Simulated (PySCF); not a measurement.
## TDDFT excited states: C3H14OSi3

C3H14OSi3.
InChI=1S/C3H14OSi3/c1-3(2)6-7-4-5/h3H,6-7H2,1-2,5H3

Level of theory: TDDFT B3LYP/def2-SVPD, vertical, gas phase, core orbitals frozen in the response (PySCF 2.14.0, density-fitted response routines). Geometry: PBE0-D3(BJ)/def2-SVP, one conformer, isolated molecule. Torsions of this conformer, `[CH3:1][CH:2]([CH3:3])[SiH2:4][SiH2:5][O:6][SiH3:7]`: C1–C2–Si4–Si5 56°, C2–Si4–Si5–O6 173°, Si4–Si5–O6–Si7 -178°.

```tsv
state	E (eV)	E (hartree)	f	main configurations (H = HOMO, L = LUMO)
S1	5.83	0.2142	0.012	H→L (96%)
S2	6.57	0.2414	0.0010	H-2→L (88%), H-1→L (10%)
S3	6.68	0.2456	0.023	H-1→L (78%), H-2→L (10%)
S4	6.84	0.2514	0.012	H→L+1 (82%)
S5	7.04	0.2587	0.033	H→L+3 (86%)
S6	7.14	0.2624	0.298	H→L+2 (80%)
S7	7.29	0.2679	0.0025	H-3→L (77%), H→L+4 (11%)
S8	7.44	0.2736	0.013	H→L+4 (55%), H-3→L (13%), H→L+5 (12%)
S9	7.47	0.2746	0.0053	H-4→L (74%)
S10	7.57	0.2782	0.016	H-1→L+1 (67%), H→L+6 (11%)
```

Triplets (Tamm–Dancoff): T1 5.35 eV, H→L (92%); T2 6.24 eV, H→L+3 (78%); T3 6.30 eV, H-2→L (75%), H-1→L (13%); T4 6.40 eV, H-1→L (75%), H-2→L (12%).

The lowest singlet lies at 5.83 eV (213 nm, ultraviolet) and is weak; its leading configuration is HOMO→LUMO (96%). The most intense listed level is S6 at 7.14 eV (174 nm, f = 0.298), 1.31 eV above S1. Löwdin shares by element: HOMO silicon 47% or more, oxygen 13%, carbon 11% or more (atoms not listed hold the other 29%); LUMO silicon 49%, oxygen 9% (atoms not listed hold the other 41%). The listed states span 1.74 eV, and the widest gap between neighbours is 0.74 eV (S1 to S2). Of the 10 states listed, 7 reach f = 0.01 and none stays under 0.0005. Orbital energies (eV): HOMO-3 -8.97, HOMO-2 -8.34, HOMO-1 -8.18, HOMO -7.45, LUMO -0.71, LUMO+1 0.21, LUMO+2 0.35. The vertical ionisation energy (ΔSCF) is 9.26 eV, 1.69 eV above S10. The window holds the lowest 10 singlets.
